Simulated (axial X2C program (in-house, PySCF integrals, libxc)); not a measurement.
# Worked dissociation energy of LiFe⁻: PBE0, spin-free

Computed with an in-house all-electron X2C program for linear molecules (integrals from PySCF). Spin-free means the one-electron spin-free X2C Hamiltonian. Basis: Fe dyall-acv3z [10s11p7d4f2g], Li dyall-av3z [9s9p3d] (cores contracted in-house); Gaussian nuclei, density fitting, unrestricted open shells. Masses: Fe 55.935 u, Li 7.016 u.

Molecular state: M_S = 2, Λ = 2 (beyond evenly filled blocks: σα, π+α, π-α, δ+α, δ+β, δ-α).

| Quantity | Value |
| --- | --- |
| E(Fe) (2M_S = 4, M_L = 0) | -1272.422925 hartree |
| E(Li-) (2M_S = 0, M_L = 0) | -7.486028 hartree |
| E(LiFe⁻) at Re | -1279.933503 hartree |
| ωe | 227.3 cm⁻¹ |
| ωexe | 2.81 cm⁻¹ |

(1) Work out De and D0.

The state is a single determinant with fixed occupations, the lowest that a limited PBE0 search found. Dissociation energies refer to the lowest single-determinant-based atoms at the same level and basis. PBE0 can misorder states that lie within some tenths of an eV, so this need not be the ground state of the molecule. The nearest other spin-free determinant of the search, M_S = 1, Λ = 2, lies 0.08 eV up at the distance of the search. Without a current term, density functionals place determinants with orbital angular momentum somewhat too high. The atomic limit has a lower orbital projection than the molecule and lies lower at mean-field level, so De may be about a tenth of an eV too small. The highest occupied level of some functionals is positive through self-interaction error; at Hartree–Fock it is bound. The determinant is spin-polarised beyond a pure state at some levels (its spin-free form has ⟨S²⟩ too high), which makes Re and μ there less reliable.

Each atomic determinant is the lowest at this level and need not be a pure term. Totals compare only within one Hamiltonian and basis.

## Answers

(1) De = -1272.422925 + (-7.486028) − (-1279.933503) = 0.02455 hartree = 0.668 eV. The zero-point energy is ωe/2 − ωexe/4 = 113 cm⁻¹ = 0.014 eV, so D0 = 0.654 eV.
